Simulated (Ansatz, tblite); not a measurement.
Removing and adding an electron: Zn₈H₂₂S₈. Charge 0, multiplicity 1. Geometry: PBE-D4/def2-SVP. Ansatz, gas phase; energy differences of separate SCF runs; the oxidised species was run as a doublet alone; the reduced species was run as a doublet alone.

Cartesian coordinates in Å:
```
Zn 3.7702 2.8335 -0.4111
S 3.8690 -0.2230 -1.9413
S 1.3173 1.9426 -1.7336
Zn -0.3458 0.4804 -2.7222
Zn 2.5720 -1.6255 -0.2658
S 0.4333 -1.5586 -1.4299
S -2.4222 0.6714 -1.4816
Zn -4.7390 -0.0625 0.1762
Zn -1.0661 -2.8604 -0.0175
S -3.1383 -2.6035 -1.4640
Zn 1.2691 2.3852 0.5977
S 1.8252 0.0596 1.3531
S -0.9410 2.9808 1.1145
Zn -2.3758 1.1433 0.8450
Zn 0.5574 -1.0376 3.0423
S -1.3091 -1.0046 1.5668
H 4.0069 4.1926 -1.1495
H 4.2458 1.3604 0.0091
H 3.8704 -1.2663 -2.8462
H 5.0792 -0.6109 -1.4488
H 0.8558 3.1476 -2.1675
H -0.3721 0.2545 -4.2742
H 3.3297 -2.9112 0.1927
H 0.6755 -2.4726 -2.4096
H -2.8388 1.8922 -1.9171
H -5.8468 0.8312 -0.4737
H -4.1530 -1.4990 0.5853
H -0.8177 -4.3231 0.4688
H -2.6130 -3.4661 -2.4061
H -3.7903 -3.6287 -0.8454
H 2.5545 3.2348 1.0735
H 3.0352 0.3526 1.9048
H -0.9049 3.1404 2.4679
H -0.1787 1.3241 3.5561
H -3.8457 1.0634 1.5044
H 0.8633 -1.6650 4.4205
H -0.0608 1.0173 4.2570
H -2.3706 -1.4893 2.2694
```

The xTB rows come from tblite. Single mean-field runs in def2-SVP are fitted with def2-universal-jkfit. In the singlet geometry the species has come apart into loosely held pieces. In the singlet, H34 and H37 lie 0.77 Å apart (atoms count from 1), so H2 has formed as a molecule. In the doublet geometry the species has come apart into loosely held pieces.

| level | −HOMO (eV) | vertical IE (eV) | −LUMO (eV) | vertical EA (eV) | HOMO–LUMO gap (eV) | IE − EA (eV) | remarks |
| --- | --- | --- | --- | --- | --- | --- | --- |
| GFN1-xTB | 9.90 | 11.67 | 5.71 | 4.18 | 4.19 | 7.50 | – |
| GFN2-xTB | 10.60 | 12.31 | 6.78 | 5.16 | 3.82 | 7.15 | – |
| PBE-D4/def2-SVP | 5.60 | – | 1.71 | 0.25 | 3.88 | – | HOMO above zero (-1 doublet) |
| r2SCANh-D4/def2-SVP | 6.30 | 7.87 | 1.16 | -0.08 | 5.13 | 7.95 | HOMO above zero (-1 doublet) |
| PBE0-D4/def2-SVP | 6.76 | 8.11 | 0.91 | -0.10 | 5.85 | 8.20 | HOMO above zero (-1 doublet) |

Run but left out: PBE-D4/def2-SVP (charge +1 doublet: an occupied level 0.03 eV above an empty one).   A HOMO above zero means that the electron is unbound at that level or that self-interaction error raises the level; the energy of removing that electron tells which. Raw xTB energy differences between charge states are shifted by several eV; the methods need an empirical correction for them. Sets without diffuse functions give affinities that are too small. A negative affinity means that the extra electron isn't bound; its size then hangs on the basis.
